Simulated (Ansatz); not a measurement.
B₄H₁₀⁻, that is arachno-B4H10 with one electron more: single points at one geometry.

```yaml
crystal:
  periodic: [false, false, false]
  atoms:
    - {symbol: B, position_ang: [0.168255, 0.929829, 1.077397]}
    - {symbol: B, position_ang: [-0.493266, -0.697817, 0.518399]}
    - {symbol: B, position_ang: [-0.484724, -0.371956, -1.296292]}
    - {symbol: B, position_ang: [0.970999, -0.144322, -0.187957]}
    - {symbol: H, position_ang: [0.693017, 0.925366, 2.161726]}
    - {symbol: H, position_ang: [-0.438443, -1.753348, 1.082192]}
    - {symbol: H, position_ang: [-0.450107, -1.353570, -1.993718]}
    - {symbol: H, position_ang: [1.921639, -0.861237, -0.056305]}
    - {symbol: H, position_ang: [-1.028758, 0.194318, 1.251951]}
    - {symbol: H, position_ang: [1.238257, 1.051251, 0.158353]}
    - {symbol: H, position_ang: [-1.458643, -0.662730, -0.310802]}
    - {symbol: H, position_ang: [0.808349, 0.194201, -1.404388]}
    - {symbol: H, position_ang: [-0.389574, 1.940307, 0.712819]}
    - {symbol: H, position_ang: [-1.057001, 0.609728, -1.713367]}
basis:
  gaussian: {orbitals: def2-TZVPD, initial_orbitals: start.molden}
total_charge: -1
magnetization: {spin_polarized: true, initial_magnetization: 1}
hamiltonian: {xc: pbe0, dispersion: d4}
scf: {omitted_lower_state_checks: [starts]}
output: {orbitals: {seedname: orbitals}}
```

The file start.molden holds the orbitals of an earlier run on this structure, at another level or in another basis.

```sh
$ ansatz run in.yaml --threads 4 --pin off --events-out ev --progress --plain --max-ram 3916MiB
```

It prints (some lines left out):

```
Functional definition: PBE0
1170 factors; their error is unknown
mean field evaluation 1: about -2860.6252 eV, gradient 4.5e1 eV
mean field evaluation 2: about -2862.3171 eV, gradient 1.8e0 eV
mean field evaluation 4: about -2862.6459 eV, gradient 1.7e0 eV
mean field evaluation 8: about -2863.2384 eV, gradient 4.2e-2 eV
mean field evaluation 16: about -2863.2385 eV, gradient 4.2e-6 eV
mean field -2863.23852078 eV, -105.2220748660 hartree, gradient 4.2e-6 eV, S^2 0.750061; 0 other end points of the search recorded, 0 dependent functions left out
reference -2863.23856239 eV, -105.2220763951 hartree; 16, 15 occupied and 222, 223 virtual orbitals, 1170 factors
Total energy: -2863.48774384 eV, -105.2312336444 hartree
Checks for a lower state left out: starts
```

Hardware: 4 threads of Arm Neoverse V2 on a shared host. Wall time 19 s, peak host memory 0.9 GiB.

The first input with `hamiltonian: {xc: pbe, dispersion: d4}` (abridged; 12 s):

```
Functional definition: PBE
mean field -2862.27556752 eV, -105.1866869862 hartree, gradient 5.5e-6 eV, S^2 0.750050
Total energy: -2862.57533966 eV, -105.1977034092 hartree
Checks for a lower state left out: starts
```

The first input with `hamiltonian: {xc: r2scan, dispersion: d4}` (abridged; 76 s):

```
Functional definition: r2SCAN
mean field evaluation 16: about -2865.3444 eV, gradient 5.8e-1 eV
a density is far from that of the atoms, so the factors are made again for it
mean field evaluation 32: about -2865.3417 eV, gradient 2.2e-5 eV
mean field -2865.34168962 eV, -105.2993648952 hartree, gradient 9.1e-6 eV, S^2 0.750511
Total energy: -2865.41415566 eV, -105.3020279729 hartree
Checks for a lower state left out: starts
```

Geometry: PBE0-D4/def2-SVP, that of the neutral singlet.

At PBE0-D4/def2-TZVPD, PBE-D4/def2-TZVPD, r2SCAN-D4/def2-TZVPD the highest occupied level of the charge -1 doublet lies above zero (up to 2.10 eV). By energy differences it is unbound by 0.93 eV (vertical, to the charge 0 singlet, at r2SCAN-D4/def2-TZVPD) and held by the finite basis. At PBE-D4/def2-TZVPD the gap within one spin of the charge -1 doublet nearly closes, so an electron or hole may be smeared out by delocalisation error.
